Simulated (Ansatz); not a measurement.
Reaction (formal exchange of groups at the Si–O bond): `O[SiH](O)F` + `C[Se]C` → `C[Se][SiH](O)F` + CH₃OH

Isolated molecules relaxed with PBE0-D4/def2-TZVP in Ansatz; ΔE leaves out vibrations. CCSD(T)/CBS adds triple-zeta CCSD(T) − MP2 to the extrapolated MP2 energy (def2 sets, frozen cores). This one scheme is used for every species. Functionals use def2-TZVPP. For Se outer-core shells are correlated without core-valence functions, which leaves a few kJ/mol of doubt a bond. Scalar relativity is left out up to krypton. One conformer a species, not always the lowest.

CCSD(T)/CBS gives +1.17 eV.

Question: Another level gave +1.20 eV. Which?
A. B2PLYP/def2-TZVPP
B. ωB97X-V/def2-TZVPP
C. MP2/def2-TZVPP
D. PBE/def2-TZVPP

Answer: A. B2PLYP 1.20, ωB97X-V 1.12, MP2/def2-TZVPP 1.25, PBE 1.02 eV.

Largest T1 diagnostic among the species: 0.011.

The D4 term adds −0.04 eV with B3LYP and −0.02 eV with PBE0; it sums over pairs of atoms, weighted by their polarisabilities, and B3LYP, whose exchange is more repulsive, gets the larger term. From PBE to PBE0 (25 % exact exchange), in def2-TZVPP and without D4, ΔE moves by +0.05 eV.

B3LYP here is the variant with VWN-RPA as its local correlation; programs differ in this.
